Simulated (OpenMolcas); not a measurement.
## C2H5FSi: a line through the functionals

C2H5FSi: 9 atoms, total charge 0, spin state singlet. SMILES: `F/C=C/[SiH3]`. Geometry: relaxed at PBE0-D4/def2-TZVP.

The HOMO–LUMO gap y, in eV, basis cc-pVDZ; a is the functional's share of exact exchange. Programs: OpenMolcas 26.06.

```
functional     program     a  y (eV)
    r2SCAN  OpenMolcas     0    5.86
       PBE  OpenMolcas     0    5.41
     B3LYP  OpenMolcas   0.2    7.21
      PBE0  OpenMolcas  0.25       ?
     BHLYP  OpenMolcas   0.5    9.91
```

Question: Fit y = c + s·a to the known rows and predict PBE0.

Answer: 
1. Means of the 4 rows: a = 0.1750, y = 7.098.
2. Σ(Δa)² = 0.1675, Σ(Δa·Δy) = 1.4287, so the slope is 1.4287/0.1675 = 8.5296.
3. Intercept: 7.098 − (8.5296) × 0.1750 = 5.605. The largest residual of the fit is 0.25.
4. PBE0: 5.605 + (8.5296) × 0.25 = 7.74 eV.

The run gave 7.67 eV, so the prediction is off by +0.07 eV, within the largest residual. Exact exchange lowers occupied levels and raises empty ones. The rows mix families of semi-local functionals, which the line can't see.
